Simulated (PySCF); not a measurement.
Numbering as in the mapped SMILES `[BH3-:1][O+:2]([CH3:3])[CH:4]([F:5])[F:6]` (H(Xn): hydrogen on atom n).

Geometry: PBE0-D3(BJ)/def2-SVP; GIAO shifts from PySCF 2.14, gas phase, non-relativistic, averaged over equivalent atoms.

At B97-2/pcSseg-1 (137 basis functions, 11 s wall time on 1 thread of an Arm Neoverse V1, shared host):
```
atoms  δ (ppm)
   B1      3.8
   O2     82.7
   C4    119.6
   C3     61.9
F5/F6   -102.2
H(C4)     5.68
H(C3)     3.70
H(B1)     3.42
```

δ = σ(ref) − σ, references computed at the same level: ¹¹B (σref 101.82) vs BF3·OEt2; ¹⁷O (σref 331.62) against H2O; TMS for ¹³C (σref 183.69) and ¹H (σref 31.38); ¹⁹F (σref 178.12) against CFCl3.

Task: Predict the values at PBE0/pcSseg-2 on the same geometry.

Result: 
```json
{"atoms": "B1", "δ at PBE0/pcSseg-2": "3.9", "change": "+0.1"}
{"atoms": "O2", "δ at PBE0/pcSseg-2": "79.9", "change": "-2.8"}
{"atoms": "C4", "δ at PBE0/pcSseg-2": "125.4", "change": "+5.8"}
{"atoms": "C3", "δ at PBE0/pcSseg-2": "64.3", "change": "+2.4"}
{"atoms": "F5/F6", "δ at PBE0/pcSseg-2": "-103.3", "change": "-1.1"}
{"atoms": "H(C4)", "δ at PBE0/pcSseg-2": "5.88", "change": "+0.20"}
{"atoms": "H(C3)", "δ at PBE0/pcSseg-2": "3.67", "change": "-0.03"}
{"atoms": "H(B1)", "δ at PBE0/pcSseg-2": "3.42", "change": "+0.00"}
```

Shifts are taken against calculated references (same method and geometry level): ¹¹B (σref 99.07) against BF3·OEt2; H2O for ¹⁷O (σref 328.15); ¹³C (σref 184.13), ¹H (σref 31.25) against TMS; CFCl3 for ¹⁹F (σref 175.81).

The largest change is at C4 (sp3 CH bonded to 2 F and O). Cost: 314 basis functions, 51 s wall time on 1 thread of an Arm Neoverse V1, shared host.

Unscaled 19F shifts against computed CFCl3 carry errors that often reach 10 to 50 ppm. Experimental scales use liquid or dissolved standards, which lie at an offset from isolated H2O (liquid H2O: subtract about 36 ppm).
